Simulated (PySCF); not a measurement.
Species: C₄H₅F₂O₂S (doublet state).
Structure used (GFN2-xTB), in Å, numbered top down from 1:
```xyz
14
C4H5F2O2S angstrom
C      1.5575    1.0147   -0.5697
S      1.3951   -0.6901   -0.3886
O      0.9055   -1.2337   -1.6549
C     -0.0782   -0.6382    0.7806
C      0.1408   -0.7306    2.0768
O     -1.3201   -0.6221    0.2272
C     -1.5519    0.1398   -0.8815
F     -2.8351   -0.0330   -1.2089
F     -1.4054    1.4600   -0.5941
H      1.6613    1.4243   -1.5563
H      1.9732    1.5482    0.2622
H     -0.6656   -0.7155    2.7897
H      1.1427   -0.8277    2.4492
H     -0.9205   -0.0966   -1.7538
```

The hyperfine couplings belong to this conformer and change with its torsions.

Identity: `[CH2][S@](=O)C(=C)OC(F)F` [radical].

Level of theory: UKS B3LYP, pcH-1 on C F H O S, non-relativistic, mean-field spin-orbit, GIAO (PySCF). Geometry: GFN2-xTB, one conformer, isolated molecule. Couplings are sensitive to structure, and on GFN2-xTB geometries they can be far from those on DFT ones. The SCF solution wasn't tested for stability.

(1) Match the computed a_iso(19F) values +29.8, +2.3 MHz with the sites F8; F9.

## Answers

(1) 
```
site  a_iso (MHz)  ρ(0) (bohr⁻³)         position  distance from C1 (Å)  bound to  spin population there  largest |T| (MHz)
  F8         +2.3        +0.0006  5 bonds from C1                  4.56        C7                   0.00                3.7
  F9        +29.8        +0.0071  5 bonds from C1                  3.00        C7                   0.00               34.4
```

ρ(0) is the spin density at the nucleus and T the dipolar tensor; a_iso includes a spin–orbit part. The largest Mulliken spin populations are on C1 (+0.94) and C4 (+0.09). C1 is the only atom above +0.15. The angles at C1 add up to 354.6°, so it is nearly planar; its axial dipolar tensor and the negative couplings of its protons fit spin in a p orbital normal to that plane.

Examples of negative spin density at the nucleus (bohr⁻³): H10 (-0.0127) and H11 (-0.0112).

H10 and H11 aren't averaged: C1 is flat or nearly so (angle sum 355°), and its turn about the short C1–S2 bond (1.72 Å) is taken as slow.
